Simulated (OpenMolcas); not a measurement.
Dy2+ among 4 point charges of -1 e arranged as a tetrahedron (Td), 2.49 Å from the ion.

```json
{
  "Program": "OpenMolcas 26.06",
  "Method": "CASSCF",
  "Basis": "ANO-RCC-VTZP [8s7p5d3f2g1h]",
  "Scalar Hamiltonian": "DKH2, point nucleus",
  "Active space": "10 electrons in 7 orbitals (4f)",
  "State averaging": "2S+1 = 5 even, 35 roots (32 in the spin-orbit step); 2S+1 = 3 even, 106 roots kept (CI in the orbitals of an earlier block); 2S+1 = 1 even, 44 roots kept (CI in the orbitals of an earlier block, 31 in the spin-orbit step)",
  "Spin-orbit coupling": "RASSI with atomic mean-field integrals over the reference wave functions"
}
```

(1) What is the spin-free ground state (labels of Td)?

(2) Where is the first state of the same spin?

(3) What are the lowest two levels with spin-orbit coupling?

(4) What is χT at 300 K, and how does it compare with the textbook value?

Results:

(1) 5A1, 1-fold in its orbital part, 100 % from free-ion I terms; it has the highest spin that f10 allows.

(2) 5T1 at 10 cm-1 above the ground state.

(3) A 3-fold level T2, then a 2-fold level E 3.0 cm-1 above it. Their leading multiplicities are 5 (95 %) and 5 (95 %).

(4) Hund's rules give f10 the level 5I8 with g = 1.250, so an isolated free-ion multiplet has χT = g² J(J+1) / 8 = 14.062 cm3 K/mol. The computed 13.950 at 300 K differs by -1 %, through the field's splitting, the mixing of terms and any other multiplet in reach.

High states are left out of the spin-orbit mixing, which shifts the levels that they would mix with. Point charges carry no covalency, so the field is a model and not that of real ligands. The first state left out of the spin-orbit step lies near 42000 cm-1 above the lowest spin-free state of the reference (among the parities and spins computed), and the lists stop at four fifths of that energy or lower. No measured value stands beside these numbers.
